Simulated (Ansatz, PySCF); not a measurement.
Lewis adduct: AlH3 (SMILES [AlH3]) (first 4 atoms) with AsH3 (SMILES [AsH3]); geometry from B3LYP-D3(BJ)/def2-TZVP.
(charge 0, multiplicity 1):
```xyz
8

Al     0.28220     0.62546     0.56096
H     -0.54048    -0.29261    -0.44148
H     -0.24747     2.09129     0.86980
H      1.81159     0.28936     0.83026
As    -0.65179    -0.48964     2.79868
H     -0.18669     0.01034     4.14651
H     -0.43268    -1.96112     3.06276
H     -2.13310    -0.46808     3.09571
```

Monomers are frozen at their geometry in the pair; levels with a basis set take the counterpoise correction.

Frozen-core correlation. Filled d and f shells under p-block atoms count as core.

Programs: Ansatz (an electronic-structure program); PySCF for the dispersion terms. Each number belongs to the level named beside it.

Question: Predict the interaction energy from B2PLYP-D4/def2-TZVPPD.

Answer: -14.4 kcal/mol

Question: Estimate the interaction energy that CCSD(T)/def2-SVPD returns for this input.

Answer: -12.7 kcal/mol

Question: Estimate the interaction energy that BHLYP-D4/def2-TZVPPD returns for this input.

Answer: -15.6 kcal/mol
